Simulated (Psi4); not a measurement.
Pair of molecules, SMILES F with SMILES [H][H], pulled apart as rigid monomers along the line of their centres of mass from the B3LYP-D3(BJ)/def2-TZVP minimum (SMILES order as in the coordinates).
Starting geometry (charge 0, multiplicity 1):
| atom | x (Å) | y (Å) | z (Å) |
|---|---|---|---|
| F | 0.0691 | 0.0916 | -0.1267 |
| H | 0.1090 | 0.0822 | 0.7990 |
| H | 0.5677 | 0.0801 | 2.7175 |
| H | -0.1769 | 0.0417 | 2.7504 |

Computed with SAPT0/jun-cc-pV(D+d)Z in Psi4.

```tsv
H2···H3 (Å)	electrostatics (meV)	exchange (meV)	induction (meV)	dispersion (meV)	total
1.78	-107.4	208.4	-85.0	-37.0	-21.0
1.97	-68.9	102.4	-44.4	-22.3	-33.1
2.26	___	34.7	-17.1	___	-30.4
2.75	-16.1	5.5	-3.9	-3.5	-17.9
3.53	-5.7	0.3	-0.5	-0.7	-6.6
```

Problem. Some entries are withheld; supply them.

Solution. 
- 2.26, electrostatics (meV): -37.2
- 2.26, dispersion (meV): -10.8
